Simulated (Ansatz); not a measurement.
A structure relaxed at r2SCAN-D4/def2-SVP in Ansatz, charge 0, singlet:

```xyz
24

O     0.247   -1.199   -1.808
O     0.585    1.729    1.197
O     1.040   -1.431    1.277
O    -1.872    0.901   -0.667
Be   -0.905   -1.942   -0.977
Be    2.201   -0.709    0.441
Be   -0.734    1.644   -1.517
Be   -0.562    1.007    2.053
H     0.057   -0.304   -2.259
H     1.215   -1.234   -1.486
H     1.507    1.300    1.111
H     0.347    2.229    0.339
H     0.409   -2.088    0.817
H     0.546   -0.924    2.012
H    -2.108   -0.072   -0.866
H    -1.974    1.092    0.331
H    -0.461   -2.826   -0.004
H    -2.187   -1.442   -1.161
H     2.449   -1.244   -0.815
H     2.650    0.495    0.964
H    -0.130    2.722   -0.886
H    -0.326    0.985   -2.668
H    -1.863    1.346    1.709
H    -0.133   -0.035    2.862
```

Q: Give its formula and point group.

A: Be4O4H16. Point group D2d (tolerance 0.1 Å).

Q: Summarise the bond lengths by kind (pairs closer than 1.2 times the sum of covalent radii, bridged metal pairs left out).

A: 4 × Be–O 1.60 Å; 8 × Be–H 1.39 Å; 8 × H–O 1.02 Å.

In the singlet geometry the species has come apart into loosely held pieces.
